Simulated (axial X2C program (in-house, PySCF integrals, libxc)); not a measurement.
## WBr⁻: properties at the nuclei

Computed with an axial X2C code built on PySCF integrals: two-component X2C with atomic mean-field Coulomb and Gaunt terms, Gaussian nuclei, basis W dyall-acv3z, Br dyall-acv3z with contracted cores.

R = 2.515 Å (near the PBE0 minimum at charge -1 of the determinant lowest at the starting distance; the state shown can have its own minimum elsewhere).

Determinant lowest in the PBE0 search, Ω = 2 (⟨Sz⟩ = 1.96, ⟨Lz⟩ = 0.04 at PBE0), spin on the atoms W 1.97, Br -0.01:

```
    level  Eeff magnitude (GV/cm)  Ws magnitude W (kHz)  A∥/gI W (MHz)  qzz W (a.u.)  A∥/gI Br (MHz)  qzz Br (a.u.)
     PBE0                    19.3                  9.09            121         -0.49           -47.2           2.06
     BP86                    13.7                  6.27           65.7          0.52           -43.4           2.25
      LDA                    11.1                  4.98          -20.3          0.98           -52.5           2.36
BHandHLYP                    18.3                  8.75          -11.5         -0.90           -39.6           1.66
```

Determinant 1.05 eV from it at PBE0 and this distance, Ω = 1 (⟨Sz⟩ = 0.94, ⟨Lz⟩ = 0.06 at PBE0), spin on the atoms W 0.94, Br 0.00:

```csv
level,Eeff magnitude (GV/cm),Ws magnitude W (kHz),A∥/gI W (MHz),qzz W (a.u.),A∥/gI Br (MHz),qzz Br (a.u.)
PBE0,10.9,10.8,117,-0.38,-19.3,1.89
HF,54.2,59,-286,-1.25,-33.8,1.24
BP86,9.45,9.49,283,0.53,-22.8,2.14
LDA,2.63,2.71,90.2,0.87,-48.6,2.25
BHandHLYP,0.33,0.946,-92.4,-1.03,-15.1,1.52
```

Eeff is the effective electric field on the electron electric dipole moment in this Ω state and Ws the scalar–pseudoscalar constant of the nucleus named (defined with the proton number Z and per Ω); A∥ (defined per Ω) follows by multiplying with gI = μI/(I μN); qzz is the electric field gradient, eQq0 = 234.96 MHz × Q/barn × qzz. The operators were transformed with the bare-nucleus X2C matrices; with these basis sets, hyperfine constants and field gradients can be off by tens of per cent, and where levels differ in sign neither size nor sign is settled.

With gI(79Br) = 1.4043, Q(79Br) = 0.3087 barn (g factors from the IAEA table of nuclear moments by Stone; Q from Pyykkö, Mol. Phys. 2018), turn the PBE0 values of the first state into constants in MHz.

A∥(79Br) = -47.2 × 1.4043 = -66.3 MHz; eQq0(79Br) = 234.96 × (0.3087) × (2.06) = 149 MHz.

Each state is one determinant with collinear spin, which with several unpaired electrons need not be a pure state. Unrestricted Hartree–Fock can overshoot spin polarisation at the nuclei. In the state Ω = 1 the sign of Eeff differs between levels (HF, BHandHLYP against PBE0). For an anion, determinants above electron detachment, or with a positive highest level, are held by the basis set. This is the top spin component of a Σ state; components of lower Ω are not single determinants and can lie lower. With several open shells hyperfine constants can be off by a factor of several. Where Eeff spreads by more than a factor of two the levels disagree and none is to be relied on. Open-shell Ω = 0 determinants with evenly filled partner blocks cannot be reached by this program, so the Ω shown need not be the lowest component. Left out as unconverged or as another state under the same occupation: HF in at least one table. States lie within half an eV, so the first need not be the ground state. The sign of Ws at W differs between levels in the second state. Further determinants of the search, some of them spin-mixed, are not shown. Where a field gradient or hyperfine factor spreads by more than a factor of two over the levels, a constant derived from it is not to be relied on. PBE0 term energies can be off by some tenths of an eV.
